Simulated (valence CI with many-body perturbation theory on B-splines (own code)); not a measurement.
Energy levels of V¹⁷⁺

Computed by relativistic CI+MBPT: four valence electrons over a frozen Dirac-Fock core [He], a basis of 11 s, 11 p, 9 d, 7 f, 5 g, 2 h, 1 i functions for each j, with the one-electron correlation potential Σ1 (screened to all orders), the two-electron term Σ2, the three-electron term Σ3, Breit, model QED; selected single and double excitations, second order for the rest (own B-spline code, finite nucleus).

No measured spectrum was set against this ion. As an estimate, levels of excited configurations hold to 0.05 to 0.15 % of their energy, terms of the ground configuration to about 0.5 %.

Levels 46 to 90 of 103, with energies above the lowest level, 2s2 2p2 3P_0. "Leading %" is the weight of the configuration and term that name the level; weights of strongly mixed levels are sums over their largest components and can fall short. Lifetimes count E1, E2, E3, M1 and M2 decay at the calculated energies, and are blank where another channel may lead or the interval is too uncertain; long ones can be off by a factor of two.

| No. | Configuration | Term | J | E (× 10³ cm⁻¹) | Leading % | Lifetime | Second component | g |
| --- | --- | --- | --- | --- | --- | --- | --- | --- |
| 46 | 2s 2p2 3s | 3P | 1 | 6177.2 | 90 | 625 fs | 7 % 2s2 2p 3p 3P | 1.505 |
| 47 | 2s2 2p 3d | 3P° | 2 | 6185.0 | 53 | 98.0 fs | 40 % 2s2 2p 3d 3D° | 1.342 |
| 48 | 2s2 2p 3d | 3P° | 1 | 6186.7 | 74 | 108 fs | 21 % 2s2 2p 3d 3D° | 1.281 |
| 49 | 2s2 2p 3d | 3P° | 0 | 6188.7 | 96 | 126 fs |  |  |
| 50 | 2s 2p2 3s | 3P | 2 | 6209.8 | 88 | 613 fs | 7 % 2s2 2p 3p 3P | 1.485 |
| 51 | 2s 2p2 3p | 5D° | 0 | 6229.6 | 95 | 138 ps |  |  |
| 52 | 2s 2p2 3p | 5D° | 1 | 6231.3 | 55 | 920 fs | 22 % 2s 2p2 3p 3S° | 1.725 |
| 53 | 2s2 2p 3d | 1F° | 3 | 6233.5 | 88 | 57.4 fs | 6 % 2s2 2p 3d 3D° | 1.020 |
| 54 | 2s2 2p 3d | 1P° | 1 | 6235.4 | 82 | 95.7 fs | 6 % 2s2 2p 3d 3D° | 1.009 |
| 55 | 2s 2p2 3p | 3S° | 1 | 6250.3 | 50 | 507 fs | 37 % 2s 2p2 3p 5D° | 1.836 |
| 56 | 2s 2p2 3p | 5D° | 2 | 6251.3 | 84 | 192 ps | 14 % 2s 2p2 3p 5P° | 1.546 |
| 57 | 2s 2p2 3p | 5D° | 3 | 6275.7 | 90 | 145 ps | 10 % 2s 2p2 3p 5P° | 1.512 |
| 58 | 2s 2p2 3p | 5P° | 1 | 6282.2 | 72 | 991 fs | 15 % 2s 2p2 3p 3S° | 2.232 |
| 59 | 2s 2p2 3p | 5P° | 2 | 6283.3 | 73 | 4.37 ps | 13 % 2s 2p2 3p 5D° | 1.745 |
| 60 | 2s 2p2 3p | 5D° | 4 | 6304.4 | 98 | 403 ps |  | 1.493 |
| 61 | 2s 2p2 3p | 5P° | 3 | 6304.8 | 77 | 2.82 ps | 14 % 2s 2p2 3p 3D° | 1.602 |
| 62 | 2s 2p2 3p | 3D° | 1 | 6307.6 | 88 | 302 fs | 5 % 2s 2p2 3p 5P° | 0.675 |
| 63 | 2s 2p2 3p | 3D° | 2 | 6327.0 | 87 | 309 fs | 6 % 2s 2p2 3p 5P° | 1.226 |
| 64 | 2s 2p2 3s | 3D | 1 | 6343.7 | 95 | 534 fs |  | 0.514 |
| 65 | 2s 2p2 3s | 3D | 2 | 6347.0 | 93 | 534 fs |  | 1.175 |
| 66 | 2s 2p2 3s | 3D | 3 | 6351.3 | 95 | 515 fs |  | 1.339 |
| 67 | 2s 2p2 3p | 5S° | 2 | 6351.7 | 89 | 7.31 ps | 6 % 2s 2p2 3p 5P° | 1.965 |
| 68 | 2s 2p2 3p | 3P° | 0 | 6354.9 | 96 | 300 fs |  |  |
| 69 | 2s 2p2 3p | 3D° | 3 | 6357.7 | 84 | 323 fs | 12 % 2s 2p2 3p 5P° | 1.365 |
| 70 | 2s 2p2 3p | 3P° | 1 | 6367.7 | 85 | 295 fs | 6 % 2s 2p2 3p 3S° | 1.482 |
| 71 | 2s 2p2 3p | 3P° | 2 | 6372.9 | 88 | 308 fs |  | 1.480 |
| 72 | 2s 2p2 3s | 1D | 2 | 6401.5 | 94 | 1.13 ps |  | 1.016 |
| 73 | 2s 2p2 3d | 5F | 1 | 6403.5 | 92 | 11.3 ps | 5 % 2s 2p2 3d 5D | 0.088 |
| 74 | 2s 2p2 3d | 5F | 2 | 6409.0 | 83 | 3.86 ps | 13 % 2s 2p2 3d 5D | 1.077 |
| 75 | 2s 2p2 3d | 5F | 3 | 6419.4 | 74 | 1.63 ps | 20 % 2s 2p2 3d 5D | 1.313 |
| 76 | 2s 2p2 3d | 5F | 4 | 6438.7 | 82 | 16.7 ps | 17 % 2s 2p2 3d 5D | 1.372 |
| 77 | 2s 2p2 3d | 5D | 0 | 6451.1 | 96 | 6.29 ps |  |  |
| 78 | 2s 2p2 3d | 5D | 1 | 6451.6 | 85 | 1.13 ps | 5 % 2s 2p2 3d 5F | 1.459 |
| 79 | 2s 2p2 3d | 5D | 2 | 6452.4 | 63 | 431 fs | 15 % 2s 2p2 3d 5F | 1.460 |
| 80 | 2s 2p2 3d | 5D | 3 | 6456.4 | 46 | 223 fs | 28 % 2s 2p2 3d 5P | 1.479 |
| 81 | 2s 2p2 3d | 5F | 5 | 6463.0 | 98 | 1.10 ns |  | 1.395 |
| 82 | 2s 2p2 3s | 3S | 1 | 6468.0 | 51 | 593 fs | 34 % 2s 2p2 3s 3P | 1.718 |
| 83 | 2s 2p2 3d | 5D | 4 | 6476.3 | 77 | 536 ps | 17 % 2s 2p2 3d 5F | 1.459 |
| 84 | 2s 2p2 3s | 3P | 0 | 6479.1 | 75 | 605 fs | 21 % 2s 2p2 3s 1S |  |
| 85 | 2s 2p2 3d | 3P | 2 | 6481.1 | 74 | 210 fs | 9 % 2s 2p2 3d 3F | 1.394 |
| 86 | 2s 2p2 3d | 5P | 3 | 6495.7 | 66 | 93.6 fs | 28 % 2s 2p2 3d 5D | 1.594 |
| 87 | 2s 2p2 3d | 3F | 2 | 6501.0 | 85 | 199 fs | 9 % 2s 2p2 3d 3P | 0.796 |
| 88 | 2s 2p2 3p | 3F° | 2 | 6503.5 | 64 | 709 fs | 30 % 2s 2p2 3p 1D° | 0.791 |
| 89 | 2s 2p2 3d | 5P | 2 | 6505.0 | 80 | 75.4 fs | 14 % 2s 2p2 3d 5D | 1.749 |
| 90 | 2s 2p2 3d | 3P | 1 | 6508.1 | 79 | 178 fs | 7 % 2s 2p2 3d 5D | 1.495 |

Names give the largest LS component (configuration and term), which can be under half, so a name can repeat, a term be missing and a line seem to break the LS rules; names also repeat where a configuration has a term twice.

Where two levels of one J and parity lie close, their mixing, g and order are uncertain.
